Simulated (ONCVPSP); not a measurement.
Varying the ONCV potential for Tb

Base potential:

```json
{"Element": "terbium", "Generator": "ONCVPSP 4.0.1", "Type": "optimised norm-conserving Vanderbilt (ONCV)", "Functional": "LDA (Perdew-Zunger)", "Relativity": "non-relativistic", "Frozen core": "[Kr] 4d10 4f8", "Valence charge": "11", "Reference configuration": "5s2 5p6 5d1 6s2", "Partial waves": "5s+6s: rc 2.00 bohr, ncon 4, nbas 7, qcut 5 1/bohr, 3 projectors, debl 3.4 Ha; 5p: rc 2.55 bohr, ncon 5, nbas 9, qcut 4.3 1/bohr, 1 projector; 5d: rc 3.25 bohr, ncon 5, nbas 10, qcut 3.8 1/bohr, 1 projector", "Local potential": "polynomial inside 1.95 bohr (lpopt 5, dvloc0 0 Ha)", "Core correction": "Teter function, fcfact 2.5, rcfact 1.1"}
```

Cutoffs, loose and tight: the cutoffs (Ha) at which the residual kinetic energy of the hardest occupied pseudo-wave falls to 1 and 0.1 mHa per electron. They do not see the model core or the augmentation charge, which bear on the density cutoff. Test errors are all-electron minus pseudo excitation energies from the reference, over the configurations 5s2 5p6 5d1 6s1; 5s2 5p6 5d1 6s0; 5s2 5p6 5d0 6s0; 5s2 5p6 5d1.5 6s1.5. A dash means not determined; rows that change the core or the reference have their own tests.

```tsv
change	outcome	cutoff, loose	cutoff, tight	bound ghosts	GHOST(+) flags above zero	largest test error (meV)
base	generated	11 Ha	18 Ha	none	s, d	+39
all radii but the core radius scaled by about 0.82 (s 1.64, p 2.08, d 2.66 bohr); local potential polynomial inside 1.60 bohr (lpopt 5, dvloc0 0 Ha)	generated	25 Ha	54 Ha	none	s	+7.6
all radii but the core radius scaled by about 1.10 (s 2.20, p 2.80, d 3.56 bohr); local potential polynomial inside 2.14 bohr (lpopt 5, dvloc0 0 Ha)	generated	9.5 Ha	12 Ha	none	s	+62
all radii but the core radius scaled by about 1.20 (s 2.40, p 3.06, d 3.92 bohr); local potential polynomial inside 2.34 bohr (lpopt 5, dvloc0 0 Ha)	generated	8.3 Ha	10 Ha	none	none	+118
all radii but the core radius scaled by about 1.31 (s 2.62, p 3.32, d 4.24 bohr); local potential polynomial inside 2.54 bohr (lpopt 5, dvloc0 0 Ha)	generated	6.7 Ha	9.3 Ha	none	none	+163
```

Question: What comes out with this change to the base: all radii but the core radius scaled by about 0.92 (s 1.82, p 2.34, d 2.98 bohr); local potential polynomial inside 1.78 bohr (lpopt 5, dvloc0 0 Ha)?

Answer: outcome: generated; cutoff, loose: 13 Ha; cutoff, tight: 34 Ha; bound ghosts: none; GHOST(+) flags above zero: s; largest test error (meV): +19.

Reading the sweep of the scale of all radii but the core radius (base = 1) (base included, trends over the rows without a ghost): The loose cutoff falls from 25 Ha at 0.82 to 6.7 Ha at 1.31. A larger radius leaves more room for a smooth pseudo-wave, so fewer plane waves are needed; a smaller one forces it to follow the all-electron wave where it bends sharply. The median size of the test errors (rows with all tests solved) is not monotonic: lowest 2.0 meV at 0.82, highest 11.5 meV at 1.31.
